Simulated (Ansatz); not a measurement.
Reaction (substitution at a C–C bond): `CC(C)[SiH2]O` + `[OH][Al]([OH])[SiH3]` → `C[O][Al]([OH])[SiH3]` + `CC[SiH2]O`

Computed with Ansatz on PBE0-D4/def2-TZVP structures; ΔE is electronic, products minus reactants. CCSD(T)/CBS adds triple-zeta CCSD(T) − MP2 to the extrapolated MP2 energy (def2 sets, frozen cores). Functionals use def2-TZVPP. B3LYP here is the variant with VWN-RPA as its local correlation; programs differ in this. One conformer a species, not always the lowest.

`CC(C)[SiH2]O`:

```xyz
15

C    -0.350    1.562   -0.340
C    -0.407    0.243    0.425
C    -1.316   -0.768   -0.272
Si    1.306   -0.467    0.707
O     2.072   -0.832   -0.712
H     0.088    1.420   -1.333
H    -1.353    1.979   -0.480
H     0.252    2.311    0.180
H    -0.811    0.436    1.430
H    -0.947   -0.998   -1.277
H    -1.388   -1.708    0.281
H    -2.330   -0.372   -0.388
H     1.188   -1.692    1.554
H     2.176    0.530    1.380
H     1.820   -1.642   -1.155
```

`[OH][Al]([OH])[SiH3]`:

Z-matrix (Å, degrees):
```
Si
Al 1 2.432
H 1 1.488 2 111.7
H 1 1.489 2 111.1 3 -120.9
H 1 1.490 2 110.5 3 120.0
O 2 1.694 1 117.7 3 166.6
O 2 1.694 1 118.6 3 -13.9
H 6 0.955 2 126.9 1 179.1
H 7 0.955 2 126.6 1 -179.2
```

`C[O][Al]([OH])[SiH3]`:

Z-matrix (Å, degrees):
```
C
O 1 1.396
H 1 1.095 2 110.2
H 1 1.098 2 112.6 3 120.6
H 1 1.095 2 110.2 3 -118.9
Al 2 1.686 1 136.1 3 -120.7
Si 6 2.439 2 122.9 1 0.0
O 6 1.691 2 118.8 1 180.0
H 7 1.491 6 111.3 2 -0.5
H 7 1.490 6 111.3 2 119.5
H 7 1.490 6 111.3 2 -120.4
H 8 0.956 6 123.5 2 -0.0
```

`CC[SiH2]O`:

Cartesian coordinates in Å:
```
C -0.154 0.088 1.496
C 0.285 0.834 0.239
Si 0.327 -0.237 -1.291
O -1.151 -0.885 -1.645
H 0.503 -0.760 1.709
H -1.170 -0.302 1.391
H -0.147 0.735 2.377
H -0.378 1.685 0.048
H 1.289 1.256 0.375
H 1.322 -1.332 -1.081
H 0.708 0.565 -2.481
H -1.435 -1.646 -1.138
```

CCSD(T)/CBS gives +58.0 kJ/mol.

(1) Another level gave +42.5 kJ/mol. Which?
A. HF/def2-TZVPP
B. PBE-QIDH/def2-TZVPP
C. BHLYP-D4/def2-TZVPP
D. B3LYP/def2-TZVPP

Largest T1 diagnostic among the species: 0.013.

## Answers

(1) D. B3LYP 42.5, HF/def2-TZVPP 37.7, PBE-QIDH 55.7, BHLYP-D4 47.1 kJ/mol.

The D4 term adds +4.9 kJ/mol with B3LYP and +2.5 kJ/mol with PBE0; it sums over pairs of atoms, weighted by their polarisabilities, and B3LYP, whose exchange is more repulsive, gets the larger term. Leaving LDA and LC-ωPBE aside and taking each functional with its dispersion term where it has one, the values, not all of them listed here, spread over 9.2 kJ/mol, from BLYP-D4 to PBE-QIDH. LDA lies +7.4 kJ/mol from PBE without D4.

CCSD(T)/CBS has its own doubt, a few kJ/mol and more with outer-core shells, so smaller differences from it don't rank the levels.
